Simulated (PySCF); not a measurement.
SMILES FC(F)(F)CC[Si](Cl)(Cl)Cl (C3H4Cl3F3Si), singlet (GFN2-xTB optimised geometry):

```
14

F     -0.220    -2.817     1.077
C      0.162    -2.115     0.000
F     -0.217    -2.825    -1.073
F      1.504    -2.115     0.000
C     -0.417    -0.713     0.000
C      0.047     0.062    -1.233
Si    -0.645     1.845    -1.302
Cl    -0.101     2.825     0.376
Cl    -2.659     1.764    -1.409
Cl     0.099     2.778    -2.925
H     -1.504    -0.809     0.021
H     -0.089    -0.225     0.919
H     -0.256    -0.487    -2.127
H      1.138     0.089    -1.240
```

Calculation: PBE0/def2-TZVP run with PySCF 2.14.0.

### Question
What are the frontier orbital energies and the dipole moment?

### Answer
HOMO-2 -9.87 eV, HOMO-1 -9.52 eV, HOMO -9.28 eV, LUMO -0.03 eV, LUMO+1 0.66 eV; dipole moment 1.03 D.

Meta-Löwdin charges at PBE0/def2-TZVP: F1 -0.28, C2 0.79, F3 -0.28, F4 -0.28, C5 -0.24, C6 -0.46, Si7 0.97, Cl8 -0.26, Cl9 -0.26, Cl10 -0.25, H11 0.14, H12 0.14, H13 0.14, H14 0.14.
